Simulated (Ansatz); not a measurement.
The lowest singlet and triplet of AsH (SMILES [AsH]); geometries from B3LYP-D3(BJ)/def2-TZVP, each state relaxed from the structure named, with no frequency check, low spin by broken symmetry.
Singlet (charge 0, multiplicity 1):
```xyz
2

As     0.000     0.000    -0.045
H      0.000     0.000     1.490
```

A positive gap puts the triplet lower; no zero-point energy. R- takes a restricted singlet, here one determinant of a half-filled degenerate or near-degenerate pair, which mixes singlet states. U- takes an unrestricted singlet (broken symmetry where lower, unprojected). The triplet is unrestricted in single-reference levels. Active spaces average the two states.

Frozen-core correlation. Filled d and f shells under p-block atoms count as core.

The values were computed with Ansatz (a quantum-chemistry and plane-wave program). Values without a source in brackets are computed.

| level | gap E(singlet) − E(triplet), vertical, at the singlet's geometry (kcal/mol) |
|---|---|
| U-B3LYP/def2-TZVPP (spin-contaminated) | 6.38 |
| U-BHLYP/def2-TZVPP (spin-contaminated) | 6.46 |
| R-SCS-MP2/cc-pVDZ | 35.20 |
| R-CCSD(T)/cc-pVTZ | 26.86 |
| R-CCSD(T)/cc-pVQZ | 25.89 |
| R-CCSDT/cc-pVTZ | 23.14 |
| R-CCSDT/cc-pVQZ | 22.19 |
| R-CCSDT(Q)/cc-pVDZ | 26.61 |
| FIC-NEVPT4(SD) on SA-CASSCF(6,5)/cc-pVQZ | ? |

Task: Some entries are withheld; supply them.

Result: 
- FIC-NEVPT4(SD) on SA-CASSCF(6,5)/cc-pVQZ, gap E(singlet) − E(triplet), vertical, at the singlet's geometry (kcal/mol): 21.18

Doubts at one or more of the structures used: a restricted determinant that unrestricted orbitals would lower (R-SCS-MP2/cc-pVDZ, R-CCSD(T)/cc-pVTZ, R-CCSD(T)/cc-pVQZ, R-CCSDT/cc-pVTZ, R-CCSDT/cc-pVQZ, R-CCSDT(Q)/cc-pVDZ); other coupled-cluster roots lie near (R-CCSDT/cc-pVTZ, R-CCSDT/cc-pVQZ, R-CCSDT(Q)/cc-pVDZ).
